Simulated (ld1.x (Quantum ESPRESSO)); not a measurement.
**Varying the TM potential for chromium (Cr)**

Base potential:

- Element: Cr
- Generator: ld1.x (Quantum ESPRESSO) 7.5
- Type: norm-conserving Troullier–Martins (Kleinman–Bylander form)
- Functional: LDA (PZ)
- Relativity: scalar-relativistic
- Frozen core: [Ne] 3s2
- Valence charge: 12
- Reference configuration: 3p6 3d5 4s1 4p0
- Partial waves: 3p (bound): rc 0.95 bohr; 3d (bound): rc 1.85 bohr; 4s (bound): rc 2.80 bohr
- Local potential: the s channel
- Core correction: Bessel-smoothed model core inside 0.95 bohr

All-electron outer shells of the reference configuration (LDA (PZ), scalar-relativistic, ld1.x):

```csv
shell,level (eV),outermost node (bohr),outermost maximum (bohr)
2p,-560.31,–,0.20
3s,-73.56,0.36,0.78
3p,-45.35,0.33,0.80
4s,-4.20,1.12,2.74
3d,-3.13,–,0.84
4p,-1.08,1.25,3.85
```

Cutoffs, loose and tight: the cutoffs (Ry, on a coarse ladder) from which the occupation-weighted sum of valence levels, in a spherical-Bessel basis at the reference potential, stays within 10 and 1 mRy of its value at 400 Ry. They do not see the model core or the augmentation charge, which bear on the density cutoff. Test errors are all-electron minus pseudo excitation energies from the reference, over the configurations 3p6 3d5 4s0 4p0; 3p6 3d4 4s0 4p0; 3p6 3d3 4s0 4p0; 3p6 3d5.5 4s0.5 4p0; 3p6 3d5 4s0.5 4p0; 3p6 3d4 4s1 4p0; 3p6 3d4 4s1 4p1 (two spin-polarised tests are not counted in the largest error). A dash means not determined; rows that change the core or the reference have their own tests. The largest error is taken over the tests solved by every variant that gives reliable tests at all: 3p6 3d3 4s0 4p0; 3p6 3d4 4s0 4p0; 3p6 3d4 4s1 4p0; 3p6 3d4 4s1 4p1; 3p6 3d5 4s0 4p0; 3p6 3d5.5 4s0.5 4p0.

| change | outcome | cutoff, loose | cutoff, tight | bound ghosts | largest test error (meV) |
| --- | --- | --- | --- | --- | --- |
| base | generated | 110 Ry | 200 Ry | none | -732 |
| wave 4s (bound): rc 2.80 bohr becomes 4s (bound): rc 2.04 bohr | generated | 110 Ry | 200 Ry | none | -712 |
| wave 4s (bound): rc 2.80 bohr becomes 4s (bound): rc 2.30 bohr | generated | 110 Ry | 200 Ry | none | -732 |
| wave 4s (bound): rc 2.80 bohr becomes 4s (bound): rc 2.64 bohr | generated | 110 Ry | 200 Ry | none | -733 |
| wave 4s (bound): rc 2.80 bohr becomes 4s (bound): rc 2.90 bohr | generated | 110 Ry | 200 Ry | none | -731 |
| wave 4s (bound): rc 2.80 bohr becomes 4s (bound): rc 3.06 bohr | generated | 110 Ry | 200 Ry | none | -730 |
| wave 4s (bound): rc 2.80 bohr becomes 4s (bound): rc 3.40 bohr | generated | 110 Ry | 200 Ry | none | -730 |
| wave 4s (bound): rc 2.80 bohr becomes 4s (bound): rc 3.74 bohr | generated | 110 Ry | 200 Ry | none | -890 |
| wave 4s (bound): rc 2.80 bohr becomes 4s (bound): rc 3.90 bohr | generated | 110 Ry | 200 Ry | none | -986 |

Q: What comes out with this change to the base: wave 4s (bound): rc 2.80 bohr becomes 4s (bound): rc 4.14 bohr?

A: outcome: generated; cutoff, loose: 110 Ry; cutoff, tight: 200 Ry; bound ghosts: none; largest test error (meV): -1091.

Q: What comes out with this change to the base: wave 4s (bound): rc 2.80 bohr becomes 4s (bound): rc 1.76 bohr?

A: outcome: generated; cutoff, loose: 110 Ry; cutoff, tight: 200 Ry; bound ghosts: none; largest test error (meV): -584.

Reading the sweep of the s radius (base included, trends over the rows without a ghost): The loose cutoff stays near 110 Ry. The median size of the test errors (rows with all tests solved) is not monotonic: lowest 11.2 meV at 3.9 bohr, highest 96.5 meV at 2.3 bohr.
